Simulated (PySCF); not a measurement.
Point groups of optimised structures. Level of theory: PBE0/pcSseg-1 in PySCF (dipole) on a GFN2-xTB geometry, gas phase. The symmetry is that of the one conformer found, every atom within 0.08 Å of its image; none is proved a minimum here.

Point group, rotor type and polarity of `[O:1]=[PH2:2][OH:3]` with O1–P2–O3–H 0°?

Cs; asymmetric top; symmetry number 1; 2 operations, which sort the 6 atoms into 5 sets; dipole 2.14 D, in the ab plane, which is the mirror; A, B, C = 26786, 9205, 7333 MHz.

Point group, rotor type and polarity of `[CH3:1][O:2][C@H:3]([CH2:4][C:5]#[N:6])[C:7]([NH2:8])=[O:9]` with C1–O2–C3–C4 -155°, O2–C3–C4–C5 70°, O2–C3–C7–N8 21°, C3–C7–N8–H 180° and -2°?

C1; asymmetric top; symmetry number 1; this conformer is chiral (no improper operation); dipole 4.88 D; A, B, C = 2350, 1156, 885.5 MHz.

`[cH:1]1[cH:2][cH:3][c:4](-[n:5]2[cH:6][n:7][n:8][cH:9]2)[cH:10][cH:11]1` with C3–C4–N5–C6 -146°: symmetry, top, dipole?

C2; near-prolate asymmetric top; symmetry number 2; 2 operations, which sort the 18 atoms into 11 sets; this conformer is chiral (no improper operation); dipole 6.24 D, along a, the twofold axis; A, B, C = 3698, 707.8, 609.2 MHz; heavy atoms equivalent by symmetry: C2/C11, C3/C10, C6/C9, N7/N8.

What symmetry has `[CH3:1][O:2][C:3](=[O:4])[c:5]1[cH:6][cH:7][c:8]([C:9](=[O:10])[Cl:11])[o:12]1` with C1–O2–C3–O4 0°, O2–C3–C5–C6 180°, C7–C8–C9–O10 0°, H–C1–O2–C3 -60° (nearest H)?

Cs; asymmetric top; symmetry number 1; 2 operations, which sort the 17 atoms into 16 sets; dipole 2.67 D, in the ab plane, which is the mirror.
